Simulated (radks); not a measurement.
Problem. Ionisation of the rhodium ion Rh3+, [Kr] 4d6, to [Kr] 4d5 as the strength of local exchange is varied. All-electron calculation, Dirac Kohn-Sham, Slater X-alpha exchange (alpha = 2/3 is LDA exchange), no correlation, spin-unpolarised, spherical densities, point nucleus; open shells are shared between the two j in proportion to 2j + 1. Program: a radial shooting solver on a logarithmic mesh with Libxc functionals.

| alpha | E(Rh3+) (hartree) | exchange (hartree) | IE (eV) | -e of the level emptied (eV) | <r> of it (bohr) |
|---|---|---|---|---|---|
| 0.603 | -4761.82831 | -116.24070 | 44.101 | 36.616 (4d5/2) | 1.401 |
| 0.667 | -4774.18081 | -128.89448 | 45.509 | 37.929 (4d5/2) | 1.383 |
| 0.945 | -4828.18908 | -184.56100 | 51.950 | 43.973 (4d5/2) | 1.313 |
| 1.013 | -4841.48674 | -198.35056 | 53.605 | 45.535 (4d5/2) | 1.297 |
| ? | -4846.77617 | -203.84468 | 54.271 | 46.164 (4d5/2) | 1.291 |

Which alpha was used in the last row?

Solution. alpha = 1.04. NIST Atomic Spectra Database: 42 +/- 1.7 eV (theoretical). The central value is not met in this range of alpha. Spin polarisation and multiplet splitting are left out, so open shells lie too high by an amount that depends on their filling. Sharing an open shell by 2j + 1 raises it above the true ground level by a part of the spin-orbit splitting, which enters the differences from NIST.

Beside tabulated values, note that spin-unpolarised runs miss the spin-polarisation part of the exchange energy of open shells.
